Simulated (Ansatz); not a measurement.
**Abstraction of Cl: C2H5AlCl2 + C2HCl2Si → C2H5AlCl + C2HCl3Si**

Species: C2H5AlCl2 (ethylaluminum dichloride) `C[CH2][Al]([Cl])[Cl]`, singlet; C2HCl2Si `C#C[Si](Cl)Cl`, doublet; C2H5AlCl `C[CH2][Al][Cl]`, doublet; C2HCl3Si `C#C[Si](Cl)(Cl)Cl`, singlet. A radical takes Cl: the energy is the difference in strength between the Al–Cl bond broken and the Si–Cl bond made.

Shapes, held fixed at every level: PBE0-D4/def2-TZVP. Flexible molecules stand in one conformer, not always the lowest. Programs: Ansatz 0.2.0. Electronic energies: no zero-point or thermal term.

Question: Estimate ΔE of this reaction.

Answer: The highest level, CCSD(T)/CBS estimate, gives ΔE = +33.9 kJ/mol; the levels span +21.2 to +53.2. The column of differences is taken from that level and isn't an error. No measured value is set beside it here. Spin contamination: C2HCl2Si (⟨S²⟩ up to 0.80). Open shells run unrestricted. The CBS estimate extrapolates MP2 from def2-TZVPP and def2-QZVPP and adds CCSD(T) − MP2 in the triple-zeta set, cores frozen.

| level | kind | ΔE (kJ/mol) | less CCSD(T)/CBS estimate |
| --- | --- | --- | --- |
| MP2/def2-TZVPP | perturbation theory | +21.2 | -12.7 |
| HF/def2-SVP | Hartree–Fock | +53.2 | +19.3 |
| HF/def2-TZVPP | Hartree–Fock | +46.1 | +12.2 |
| r2SCAN-D4/def2-TZVPP | meta-GGA | +41.2 | +7.3 |
| B3LYP-D4/def2-TZVPP | global hybrid | +36.8 | +2.9 |
| r2SCAN0-D4/def2-TZVPP | global hybrid | +39.8 | +5.9 |
| CCSD/def2-SVP | coupled cluster or CI | +44.2 | +10.3 |
| CCSD(T)/CBS estimate | coupled cluster or CI | +33.9 | 0.0 |
